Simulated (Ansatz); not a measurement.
`O=C([SiH3])[SiH2]S` → C• + 6 H• + O• + S• + 2 Si•  (atomization)

Program: Ansatz. Geometries: PBE0-D4/def2-TZVP. ΔE: electronic, gas phase. CCSD(T)/CBS adds triple-zeta CCSD(T) − MP2 to the extrapolated MP2 energy (def2 sets, frozen cores). This one scheme is used for every species, atoms too. For atomizations the MP2-based limit and the directly extrapolated one differ by several kJ/mol either way, and by 10 to 25 for some Ge, Se and Sn compounds, so smaller differences from it don't rank the levels. DFT in def2-TZVPP. HSE06 is defined as in plane-wave codes. No spin–orbit coupling; open shells (•) take unrestricted orbitals. Spin–orbit coupling would lower the free atoms: a little for C, O, S, Si. Each species was taken in one conformer, which may not be the lowest.

`O=C([SiH3])[SiH2]S`:

Z-matrix (Å, degrees):
```
Si
C 1 1.940
H 1 1.484 2 107.4
H 1 1.483 2 108.5 3 -119.7
H 1 1.486 2 109.5 3 119.3
Si 2 1.944 1 121.8 3 -109.7
O 2 1.213 1 118.6 3 69.7
S 6 2.115 2 105.1 1 177.8
H 6 1.488 2 108.1 1 55.9
H 6 1.488 2 107.9 1 -60.3
H 8 1.356 6 88.4 2 1.2
```

(1) What is ΔE at CCSD(T)/CBS? (Best estimate.)

(2) What do these levels give: BLYP-D4, r2SCAN, HSE06, CAM-B3LYP, MP2/def2-QZVPP, SCS-MP2/def2-QZVPP? (Best estimate.)

Largest T1 diagnostic among the species: 0.016.

## Answers

(1) The calculation gave: +870.8 kcal/mol.

(2) Computed: BLYP-D4 869.0, r2SCAN 871.5, HSE06 860.1, CAM-B3LYP 864.2, MP2/def2-QZVPP 869.4, SCS-MP2/def2-QZVPP 871.7 kcal/mol.

The D4 term adds +11.1 kcal/mol with B3LYP and +5.9 kcal/mol with PBE0; it sums over pairs of atoms, weighted by their polarisabilities, and B3LYP, whose exchange is more repulsive, gets the larger term. From PBE to PBE0 (25 % exact exchange), in def2-TZVPP and without D4, ΔE moves by −16.1 kcal/mol: exact exchange takes away binding that semilocal exchange gives to molecules. At CCSD(T), def2-SVP lies −61.1 kcal/mol from the extrapolated value and def2-TZVPP −26.4 kcal/mol: correlation converges slowly with the basis, and small sets miss more of it in the bonded molecule than in its fragments.

B3LYP here is the variant with VWN-RPA as its local correlation; programs differ in this.
